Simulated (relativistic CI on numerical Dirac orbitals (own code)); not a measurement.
Calculated at this level of theory: Dirac-Coulomb-Breit CI, orbitals from a KLI potential per configuration, a model potential for QED, unscaled Slater integrals (own radial code, finite nucleus).

CI space (outside the closed core [Ne]): 3s²3p⁶3d³, 3s²3p⁵3d⁴, 3s3p⁶3d⁴, 3s²3p⁶3d²4s, 3s²3p⁶3d²4p, 3s²3p⁶3d²4d, 3s²3p⁵3d³4s, 3s²3p⁶3d²4f, 3s²3p⁵3d³4p, 3s3p⁶3d³4s, 3p⁶3d⁴4p, 3s²3p⁶3d4s4p, 3s3p⁶3d³4p, 3s²3p⁶3d²5s, 3s²3p⁶3d²5p, 3s²3p⁶3d²5d, 3s²3p⁶3d4p4d, 3s²3p⁶3d²5f, 3s²3p⁶3d²5g, 3s²3p⁶3d²6s, 3s3p⁶3d²4s4p, 3p⁶3d⁵, 3p⁵3d⁶, 3p⁵3d⁵4s, 3p⁶3d⁴4s, 3p⁵3d⁴4s², 3s²3p⁶3d4s², 3s²3p⁶4s²4p, 3s²3p⁶4s²4d, 3s²3p⁶3d4p², 3s²3p⁶4s4p², 3s²3p⁶4p³, 3s²3p⁶4p²4d, 3s²3p⁵3d4s4p², 3s²3p⁶3d4s4d, 3s²3p⁶4s4p4d, 3s²3p⁶4s4d², 3s²3p⁵3d4s²4d, 3s²3p⁶3d4d², 3s²3p⁶4p4d², 3s²3p⁶4d³, 3s²3p⁵3d4s4d², 3s3p⁶3d²4s², 3s3p⁶3d4s²4p, 3s3p⁶3d4s²4d. Double excitations out of closed p, d and f shells are left out; levels of such configurations are missing from the list, as are those of other unlisted configurations, and high levels can miss mixing partners. These lack a partner that the ground configuration has and come out too high: 3s²3p⁵3d³4p.

At this charge energies of transitions that change n are usually good to better than 1 %, and those within a shell (Δn = 0) to a few per cent. Terms inside the open d or f shell come out 10 to 20 % too wide with unscaled integrals.

Outline of the computed level scheme of I XXXIII. Lowest level of each configuration: 3s²3p⁶3d³ ⁴F3/2 at 0.000 eV; 3s²3p⁵3d⁴ ⁶D°3/2 at 178.354 eV.

Some strong electric-dipole decays among the lowest 45 levels: 3s²3p⁵3d⁴ ⁴H°9/2 → 3s²3p⁶3d³ ⁴F7/2 (1.5e+10 s⁻¹); 3s²3p⁵3d⁴ ⁴P°5/2 → 3s²3p⁶3d³ ⁴P3/2 (1.2e+10 s⁻¹); 3s²3p⁵3d⁴ ⁴F°5/2 → 3s²3p⁶3d³ ⁴F3/2 (1.0e+10 s⁻¹); 3s²3p⁵3d⁴ ⁴P°5/2 → 3s²3p⁶3d³ ⁴F3/2 (9.4e+09 s⁻¹); 3s²3p⁵3d⁴ ⁴D°7/2 → 3s²3p⁶3d³ ⁴F5/2 (9.1e+09 s⁻¹).

LS names give the leading component of a level, which can be under half, so a name can repeat, a term be missing and a line seem to break the LS rules.
